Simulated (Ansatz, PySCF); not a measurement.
Species: GaF$_{3}$, charge 0, multiplicity 1. 
Coordinates optimised at B3LYP-D3(BJ)/def2-TZVP (Ansatz, an electronic-structure program):
```
Ga
F 1 1.7337
F 1 1.7337 2 120.00
F 1 1.7337 2 120.00 3 -180.00
```
Charge 0, spin multiplicity 1.

Quantity: vertical ionisation energy (to the doublet state of charge +1; each state is the SCF solution reached for its spin; the molecule has degenerate orbitals, so one determinant may break the symmetry; for the doublet the Hartree-Fock reference is unstable and T1 is 0.025), in eV. Correlated levels leave the core frozen unless marked. Open shells are spin-unrestricted. Spin-orbit coupling is left out. Frozen are the shells of the preceding noble gas and the d and f shells that filled before the atom's block. No relativistic terms. Basis-set limits of correlation are two-point, X^-3; Hartree-Fock from the larger set. The program attaches cautions to a run behind CCSD/aug-cc-pVDZ: other roots. The program attaches cautions to a run behind CCSD(T)/aug-cc-pVDZ: other roots.

```tsv
level	program	vertical ionisation energy (eV)
HF/aug-cc-pVTZ	Ansatz	13.61
HF/aug-cc-pVQZ	Ansatz	13.58
SVWN5/def2-TZVPD	Ansatz	13.85
PBE/def2-TZVPD	Ansatz	13.50
r2SCAN/def2-TZVPD	Ansatz	13.81
B3LYP/def2-TZVPD	Ansatz	14.39
PBE0/def2-TZVPD	Ansatz	14.42
CAM-B3LYP/def2-TZVPD	Ansatz	14.90
wB97M-V/def2-TZVPD	Ansatz	14.91
B2PLYP/def2-TZVPD	Ansatz	15.13
RI-MP2/aug-cc-pVQZ	Ansatz	15.69
RI-MP2/CBS(aug-cc-pVTZ,aug-cc-pVQZ)	Ansatz	15.75
CCSD/aug-cc-pVDZ	Ansatz	15.44
CCSD(T)/aug-cc-pVDZ	Ansatz	15.16
```

For comparison, minus the highest occupied orbital energy (PySCF): 10.67 eV at TPSSh/def2-TZVPD, 17.21 eV at HF/def2-TZVPD, 14.03 eV at M06-2X/def2-TZVPD.
